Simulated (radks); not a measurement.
All-electron atom: neutral scandium in [Ar] 3d1 4s2.

Calculated with a radial shooting solver on a logarithmic mesh with Libxc functionals: Dirac Kohn-Sham, LDA (Slater exchange, Perdew-Wang correlation), spin-unpolarised, spherical densities, finite nucleus; open shells are shared between the two j in proportion to 2j + 1; Fermi nuclear charge, rms radius 3.5459 fm.

Energy parts (hartree):
| part | energy |
|---|---|
| total | -762.32469 |
| kinetic | 768.56349 |
| electron-nucleus | -1813.68411 |
| Hartree | 319.90558 |
| exchange-correlation | -37.10966 |

Orbitals (lengths in bohr, moments of r in powers of bohr; r(90%) holds 90 % of the orbital's charge):
| orbital | occ. | eigenvalue (hartree) | <1/r> | r(90%) | <r^2> | small-component weight |
|---|---|---|---|---|---|---|
| 1s1/2 | 2 | -161.1256 | 20.73 | 0.131 | 0.007205 | 5.62e-03 |
| 2s1/2 | 2 | -17.37718 | 4.294 | 0.536 | 0.1405 | 9.59e-04 |
| 2p1/2 | 2 | -14.36962 | 4.231 | 0.505 | 0.1162 | 9.42e-04 |
| 2p3/2 | 4 | -14.19951 | 4.182 | 0.509 | 0.1180 | 9.33e-04 |
| 3s1/2 | 2 | -2.01040 | 1.308 | 1.62 | 1.340 | 1.95e-04 |
| 3p1/2 | 2 | -1.24604 | 1.182 | 1.80 | 1.604 | 1.65e-04 |
| 3p3/2 | 4 | -1.22707 | 1.172 | 1.82 | 1.627 | 1.63e-04 |
| 4s1/2 | 2 | -0.15773 | 0.3536 | 5.55 | 15.65 | 2.07e-05 |
| 3d3/2 | 0.4 | -0.12662 | 0.7648 | 3.34 | 4.703 | 7.75e-05 |
| 3d5/2 | 0.6 | -0.12550 | 0.7623 | 3.36 | 4.738 | 7.71e-05 |

The highest occupied level is 3d5/2 at -3.415 eV. Summed over all electrons, <r^2> = 49.42 bohr^2, which gives a Langevin (diamagnetic) susceptibility term of -39.1 x 10^-6 cm^3/mol. The electron density at the nucleus is 7213 e/bohr^3. The density falls to 0.001 e/bohr^3 at r = 4.95 bohr. For comparison, the ionisation energy in NIST's Atomic Spectra Database is 6.561 eV (measured). In exact Kohn-Sham theory the highest level is minus the ionisation energy, but local and semilocal functionals leave it too shallow, through self-interaction and a potential that decays too fast; potentials with the right tail come closer.

Beside tabulated values, note that spin-unpolarised runs miss the spin-polarisation part of the exchange energy of open shells.
